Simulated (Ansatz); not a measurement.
Start from `C=C[CH2][Al]([Cl])[Cl]` and change one atom or group to get `C[CH2][Al]([Cl])[Cl]`.

Ansatz, PBE0-D4/def2-TZVP geometries, multiplicity 1. Each molecule was computed in one conformer, which needn't be the lowest.

```
                                        property  `C=C[CH2][Al]([Cl])[Cl]`
              HOMO energy (PBE0/def2-TZVPP) / eV                     -7.34
           HOMO–LUMO gap (B3LYP/def2-TZVPP) / eV                      5.82
            HOMO–LUMO gap (PBE0/def2-TZVPP) / eV                      6.24
  size of the dipole moment (PBE/def2-TZVPP) / D                      2.56
size of the dipole moment (B3LYP/def2-TZVPP) / D                      2.61
  zero-point energy (PBE0-D4/def2-TZVP) / kJ/mol                     192.4
```

Q: Give the same properties after the change, and the shifts. (Best estimate.)

A: Ansatz gave: 
```
                                        property  `C[CH2][Al]([Cl])[Cl]`  shift
              HOMO energy (PBE0/def2-TZVPP) / eV                   -8.31  -0.97
           HOMO–LUMO gap (B3LYP/def2-TZVPP) / eV                    7.02   1.20
            HOMO–LUMO gap (PBE0/def2-TZVPP) / eV                    7.44   1.20
  size of the dipole moment (PBE/def2-TZVPP) / D                    2.10  -0.46
size of the dipole moment (B3LYP/def2-TZVPP) / D                    2.11  -0.50
  zero-point energy (PBE0-D4/def2-TZVP) / kJ/mol                   178.4  -14.0
```

With PBE0 the HOMO falls by 0.97 eV and the LUMO rises by 0.24 eV, so the gap widens by about 1.21 eV. PBE moves the HOMO by -0.77 eV and ωB97M-V by -1.06 eV. The zero-point energy changes by -14.0 kJ/mol with -3 modes. Dipoles are sizes alone; their direction can turn.

B3LYP here is the variant with VWN-RPA as its local correlation; programs differ in this.
